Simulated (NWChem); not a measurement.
System: C$_{3}$H$_{8}$N, doublet; SMILES C([NH])(C)C

```xyz
12

C      0.5939     1.2889     0.1063
C     -0.1168    -0.0280    -0.2785
C      0.7152    -1.2606     0.0889
N     -1.4373    -0.1242     0.2917
H      1.5985     1.3460    -0.3590
H      0.7206     1.3464     1.2067
H      0.0115     2.1743    -0.2217
H     -0.2366    -0.0058    -1.3975
H      1.6992    -1.2553    -0.4215
H      0.8899    -1.2900     1.1840
H      0.1757    -2.1863    -0.1908
H     -1.9163     0.7677     0.0421
```
Atoms are numbered in this order, from 1.

Results from NWChem. Pople sets run with spherical d functions. Spin-unrestricted. The geometry was optimised at PBE-D3(BJ)/def2-SVP, spin-unrestricted. No frequency run checked for a minimum. No stability test was run on the SCF state. Level: PBE/6-31G* with SMD (1 M gas to 1 M solution), gas-phase geometry. Reactions with the solvent are ignored.

**Question.** Among these, which solvent gives the lowest value of “dipole in solution (D)”?
A. water
B. 1,4-dioxane
C. methanol
D. 2-propanol

**Answer.** B, 1,4-dioxane. Values: 1,4-dioxane 2.18; 2-propanol 2.48; methanol 2.50; water 2.52
